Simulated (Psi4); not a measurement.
C$_{3}$H$_{11}$OSi, charge +1, singlet, geometry from GFN2-xTB, atoms displaced at random by about 0.03 Å a coordinate; Psi4 with HF/STO-3G, gradient.

The Psi4 input:
```
memory 2 GB

molecule {
1 1
  C    -0.00649806    1.57394161   -1.05405345
  Si    0.20484026   -0.02259022   -0.16716671
  C    -0.61276028   -1.52500661   -1.00880814
  C     1.65281552   -0.23064019    0.99507491
  O    -1.21611028    0.21300725    1.27983040
  H     0.67620518    1.68922341   -1.92898843
  H     0.17656796    2.43753866   -0.43196261
  H    -1.00103972    1.73148380   -1.49565428
  H    -0.64954250   -2.36978990   -0.24791856
  H     0.15240036   -2.05424198   -1.71145656
  H    -1.50418677   -1.34773794   -1.42627556
  H     1.52481827   -1.03188483    1.74071688
  H     2.57016846   -0.52467373    0.40059424
  H     1.90058135    0.65677350    1.50264251
  H    -1.11547462    0.80171080    1.97381600
  H    -2.12611680    0.08602142    1.07078772
symmetry c1
no_reorient
no_com
}

set basis sto-3g

gradient('scf')
print_variables()
```

Output, abridged:

```
gradient() will perform analytic gradient computation.

   => Loading Basis Set <=

    Name: STO-3G
    Role: ORBITAL
    Keyword: BASIS

         ---------------------------------------------------------
                                   SCF
               by Justin Turney, Rob Parrish, Andy Simmonett
                          and Daniel G. A. Smith
                              RHF Reference
         ---------------------------------------------------------

  ==> Geometry <==

    Molecular point group: c1
    Full point group: C1

    Geometry (in Angstrom), charge = 1, multiplicity = 1:

       Center              X                  Y                   Z               Mass
    ------------   -----------------  -----------------  -----------------  -----------------
         C           -0.006498060000     1.573941610000    -1.054053450000    12.000000000000
         SI           0.204840260000    -0.022590220000    -0.167166710000    27.976926534650
         C           -0.612760280000    -1.525006610000    -1.008808140000    12.000000000000
         C            1.652815520000    -0.230640190000     0.995074910000    12.000000000000
         O           -1.216110280000     0.213007250000     1.279830400000    15.994914619570
         H            0.676205180000     1.689223410000    -1.928988430000     1.007825032230
         H            0.176567960000     2.437538660000    -0.431962610000     1.007825032230
         H           -1.001039720000     1.731483800000    -1.495654280000     1.007825032230
         H           -0.649542500000    -2.369789900000    -0.247918560000     1.007825032230
         H            0.152400360000    -2.054241980000    -1.711456560000     1.007825032230
         H           -1.504186770000    -1.347737940000    -1.426275560000     1.007825032230
         H            1.524818270000    -1.031884830000     1.740716880000     1.007825032230
         H            2.570168460000    -0.524673730000     0.400594240000     1.007825032230
         H            1.900581350000     0.656773500000     1.502642510000     1.007825032230
         H           -1.115474620000     0.801710800000     1.973816000000     1.007825032230
         H           -2.126116800000     0.086021420000     1.070787720000     1.007825032230

  Running in c1 symmetry.

  Rotational constants: A =      0.10252  B =      0.09866  C =      0.09528 [cm^-1]
  Rotational constants: A =   3073.46417  B =   2957.67967  C =   2856.28421 [MHz]
  Nuclear repulsion =  253.110704513324606

  Charge       = 1
  Multiplicity = 1
  Electrons    = 50
  Nalpha       = 25
  Nbeta        = 25

  ==> Algorithm <==

  SCF Algorithm Type is DF.
  DIIS enabled.
  MOM disabled.
  Fractional occupation disabled.
  Guess Type is SAD.
  Energy threshold   = 1.00e-08
  Density threshold  = 1.00e-08
  Integral threshold = 1.00e-12

  ==> Primary Basis <==

  Basis Set: STO-3G
    Blend: STO-3G
    Number of shells: 28
    Number of basis functions: 40
    Number of Cartesian functions: 40
    Spherical Harmonics?: true
    Max angular momentum: 1

   => Loading Basis Set <=

    Name: (STO-3G AUX)
    Role: JKFIT
    Keyword: DF_BASIS_SCF

  ==> Integral Setup <==

  SCF_SUBTYPE=INCORE selected. In-core MEM_DF algorithm will be used.
  Using in-core AOs.

  ==> MemDFJK: Density-Fitted J/K Matrices <==

    J tasked:                   Yes
    K tasked:                   Yes
    wK tasked:                   No
    Algorithm:                 Core
    Schwarz Cutoff:           1E-12
    Mask sparsity (%):       1.2500
    Fitting Condition:        1E-10

   => Auxiliary Basis Set <=

  Basis Set: (STO-3G AUX)
    Blend: DEF2-UNIVERSAL-JKFIT
    Number of shells: 204
    Number of basis functions: 628
    Number of Cartesian functions: 735
    Spherical Harmonics?: true
    Max angular momentum: 4

  Minimum eigenvalue in the overlap matrix is 2.2524780613E-01.
  Reciprocal condition number of the overlap matrix is 9.6178190458E-02.
    Using symmetric orthogonalization.

  ==> Pre-Iterations <==

  SCF Guess: Superposition of Atomic Densities via on-the-fly atomic UHF (no occupation information).

   -------------------------
    Irrep   Nso     Nmo
   -------------------------
     A         40      40
   -------------------------
    Total      40      40
   -------------------------

  ==> Iterations <==

                           Total Energy        Delta E     RMS |[F,P]|

   @DF-RHF iter SAD:  -473.49720480292586   -4.73497e+02   0.00000e+00
   @DF-RHF iter   1:  -477.91667772265214   -4.41947e+00   4.70364e-03 ADIIS/DIIS
   @DF-RHF iter   2:  -477.94690507803796   -3.02274e-02   1.08623e-03 ADIIS/DIIS
   @DF-RHF iter   3:  -477.94886479948656   -1.95972e-03   2.89104e-04 ADIIS/DIIS
   @DF-RHF iter   4:  -477.94902655428422   -1.61755e-04   4.56529e-05 DIIS
   @DF-RHF iter   5:  -477.94903128932287   -4.73504e-06   1.21635e-05 DIIS
   @DF-RHF iter   6:  -477.94903157936250   -2.90040e-07   1.73798e-06 DIIS
   @DF-RHF iter   7:  -477.94903158400768   -4.64519e-09   4.12917e-07 DIIS
   @DF-RHF iter   8:  -477.94903158438092   -3.73234e-10   1.04799e-07 DIIS
   @DF-RHF iter   9:  -477.94903158440690   -2.59774e-11   1.45767e-08 DIIS
   @DF-RHF iter  10:  -477.94903158440718   -2.84217e-13   3.64410e-09 DIIS
  Energy and wave function converged.

  ==> Post-Iterations <==

    Orbital Energies [Eh]
    ---------------------

    Doubly Occupied:

[...]
      25A     -0.582964

    Virtual:

[...]
    Final Occupation by Irrep:
              A
    DOCC [    25 ]
    NA   [    25 ]
    NB   [    25 ]

  @DF-RHF Final Energy:  -477.94903158440718

   => Energetics <=

    Nuclear Repulsion Energy =            253.1107045133246061
    One-Electron Energy =               -1152.1195948742993096
    Two-Electron Energy =                 421.0598587765674665
    Total Energy =                       -477.9490315844071802

Computation Completed

Properties will be evaluated at   0.000000,   0.000000,   0.000000 [a0]

Properties computed using the SCF density matrix

 Multipole Moments:

 ------------------------------------------------------------------------------------
     Multipole            Electronic (a.u.)      Nuclear  (a.u.)        Total (a.u.)
 ------------------------------------------------------------------------------------

 L = 1.  Multiply by 2.5417464519 to convert [e a0] to [Debye]
 Dipole X            :         -0.7395348           -0.1046802           -0.8442150
 Dipole Y            :         -0.3262951            0.7029535            0.3766584
 Dipole Z            :         -0.9663782            1.7723562            0.8059781
 Magnitude           :                                                    1.2264466

 ------------------------------------------------------------------------------------

         ------------------------------------------------------------
                                   SCF GRAD
                          Rob Parrish, Justin Turney,
                       Andy Simmonett, and Alex Sokolov
         ------------------------------------------------------------

  ==> Geometry <==

    Molecular point group: c1
    Full point group: C1

    Geometry (in Angstrom), charge = 1, multiplicity = 1:

       Center              X                  Y                   Z               Mass
    ------------   -----------------  -----------------  -----------------  -----------------
         C           -0.006498060000     1.573941610000    -1.054053450000    12.000000000000
         SI           0.204840260000    -0.022590220000    -0.167166710000    27.976926534650
         C           -0.612760280000    -1.525006610000    -1.008808140000    12.000000000000
         C            1.652815520000    -0.230640190000     0.995074910000    12.000000000000
         O           -1.216110280000     0.213007250000     1.279830400000    15.994914619570
         H            0.676205180000     1.689223410000    -1.928988430000     1.007825032230
         H            0.176567960000     2.437538660000    -0.431962610000     1.007825032230
         H           -1.001039720000     1.731483800000    -1.495654280000     1.007825032230
         H           -0.649542500000    -2.369789900000    -0.247918560000     1.007825032230
         H            0.152400360000    -2.054241980000    -1.711456560000     1.007825032230
         H           -1.504186770000    -1.347737940000    -1.426275560000     1.007825032230
         H            1.524818270000    -1.031884830000     1.740716880000     1.007825032230
         H            2.570168460000    -0.524673730000     0.400594240000     1.007825032230
         H            1.900581350000     0.656773500000     1.502642510000     1.007825032230
         H           -1.115474620000     0.801710800000     1.973816000000     1.007825032230
         H           -2.126116800000     0.086021420000     1.070787720000     1.007825032230

  Nuclear repulsion =  253.110704513324606

  ==> Basis Set <==

  Basis Set: STO-3G
    Blend: STO-3G
    Number of shells: 28
    Number of basis functions: 40
    Number of Cartesian functions: 40
    Spherical Harmonics?: true
    Max angular momentum: 1

  ==> DFJKGrad: Density-Fitted SCF Gradients <==

    Gradient:                    1
    J tasked:                  Yes
    K tasked:                  Yes
    wK tasked:                  No
    Integrals threads:           1
    Schwarz Cutoff:          1E-12
    Fitting Condition:       1E-10

   => Auxiliary Basis Set <=

  Basis Set: (STO-3G AUX)
    Blend: DEF2-UNIVERSAL-JKFIT
    Number of shells: 204
    Number of basis functions: 628
    Number of Cartesian functions: 735
    Spherical Harmonics?: true
    Max angular momentum: 4

  -Total Gradient:
     Atom            X                  Y                   Z
    ------   -----------------  -----------------  -----------------
       1       -0.002137432147    -0.026424396828     0.038639135059
       2        0.051380384950     0.018138832285    -0.030590693219
       3       -0.160331205898     0.078817678394    -0.061698448694
       4       -0.027533982667     0.050385396901     0.032238533881
       5       -0.081257752667     0.064683192020     0.107842447369
       6        0.009514006005     0.010697107512    -0.023987852000
       7       -0.003119751066     0.000395845190    -0.006329815305
       8       -0.008138247939     0.011532629830    -0.011207144455
       9        0.017242408732    -0.037769020629     0.018892152914
      10        0.043968548318    -0.043786068034    -0.018148454944
      11        0.079855143867    -0.015549871255     0.042842644475
      12        0.005841329435    -0.011794776762     0.012481686154
      13        0.031504313466    -0.011050847340    -0.017246687508
      14       -0.003155544609    -0.028327693134    -0.013753799046
      15       -0.003845406052    -0.062579985668    -0.074386940968
      16        0.050213188273     0.002631977518     0.004413236288

  Variable Map:
  ----------------------------------------------------------------------------
[...]
  Array Variable Map:
  ----------------------------------------------------------------------------
[...]
[...]
```
